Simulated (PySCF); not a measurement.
# NaAs⁺: frontier orbitals

r²SCAN at R = 3.203 Å; Na def2-SVP, As def2-SVP; no relativity (PySCF 2.14). State: ⁴Σ⁻ (quartet), unpaired electrons σ ↑, π ↑↑. Only the outer orbitals are listed, counted within each symmetry.

```
spin  orbital  occ.  ε (eV)  on Na (%)   main shells (%)
   α       4π     1  -36.90        100          100 Na p
   α       4π     1  -36.90        100          100 Na p
   α       9σ     1  -36.89        100          100 Na p
   α      10σ     1  -20.22          1           99 As s
   α      11σ     1  -11.31          8           91 As p
   α       5π     1  -10.80          1           99 As p
   α       5π     1  -10.80          1           99 As p
   α      12σ     0   -5.77         95           95 Na s
   α       6π     0   -3.41         97           97 Na p
   α       6π     0   -3.41         97           97 Na p
   β       4π     1  -36.89        100          100 Na p
   β       4π     1  -36.89        100          100 Na p
   β       9σ     1  -36.88        100          100 Na p
   β      10σ     1  -17.09          2           98 As s
   β      11σ     0   -8.14         15  84 As p, 11 Na s
   β       5π     0   -7.46          3           97 As p
   β       5π     0   -7.46          3           97 As p
```

**Question.** Which are the highest filled and the lowest empty level, where do they sit, and how wide is the gap?

**Answer.** Highest filled α 5π at -10.80 eV (in %: 99 As p); lowest empty β 11σ at -8.14 eV (in %: 84 As p, 11 Na s); the gap at r²SCAN is 2.66 eV.

| Item | Value |
| --- | --- |
| bond order (Mayer) | 0.26 |
| ⟨S²⟩ | 3.751 |
| charge on Na (Mulliken, basis-dependent) | 0.86 |
| charge on Na (Löwdin, basis-dependent) | 0.71 |
| dipole moment (positive dipole points towards As; it is taken about the centre of mass and depends on that origin) | -9.89 D |

Spin–orbit coupling is left out. The state is the lowest determinant that a PBE0 search found; another state may lie lower at other levels.
